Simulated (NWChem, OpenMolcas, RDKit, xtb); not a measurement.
BCl2F (dichlorofluoroborane): methods side by side

BCl2F has 4 atoms, charge 0, and is taken as a singlet. As SMILES, `FB(Cl)Cl`. The shape is that of a PBE0-D4/def2-TZVP optimisation.

Quantity: the HOMO–LUMO gap, in eV. The values are calculated.

```tsv
level	kind	program	value (eV)	CPU time
extended Hückel	semi-empirical	RDKit	8.66	under 2 s
GFN0-xTB	semi-empirical	xtb	5.81	under 2 s
HF/6-311+G**	Hartree–Fock	OpenMolcas	14.17	13 s
SVWN5/6-311+G**	LDA	NWChem	5.80	16 s
PBE/6-311+G**	GGA	OpenMolcas	5.94	24 s
r2SCAN/6-311+G**	meta-GGA	NWChem	6.67	22 s
M06-2X/6-311+G**	hybrid meta-GGA	NWChem	10.68	19 s
B2PLYP/6-311+G**	double hybrid	OpenMolcas	11.10	22 s
```

The values span 5.80 to 14.17 eV. Orbital gaps aren't excitation energies, and those of double hybrids come from the SCF part alone; they tend to grow with the share of exact exchange. CPU times are rough (shared hosts, several kinds of processor and program).
